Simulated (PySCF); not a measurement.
# Stationary points of FTiN

All numbers come from PBE0/[Ti def2-TZVP, N def2-TZVP, F def2-TZVP], no relativity, density fitting, PySCF.

Relaxations began from a few typed shapes. The search is not exhaustive: other isomers or separated fragments can lie lower, and high-lying points may rest on an excited occupation.

```tsv
spin	group	bonds	angles	imaginary modes (cm⁻¹)	ΔE (kJ/mol)	ΔE with ZPE (kJ/mol)
singlet	Cs	Ti–F 1.833 Å, Ti–N 1.553 Å	F–Ti–N 113.7°	none	0.0	0.0
singlet	C∞v	Ti–F 1.974 Å, Ti–N 1.559 Å	F–Ti–N 180.0°	242i, 242i	88.5	–
```

The lowest minimum found is the singlet Cs: Ti–F 1.833 Å, Ti–N 1.553 Å; F–Ti–N 113.7°.

Formally Ti is in oxidation state +4, d0. The polar-tensor charge on Ti, 1.67, is far below the formal one.

For the lowest minimum: stability towards spin polarisation was not tested.
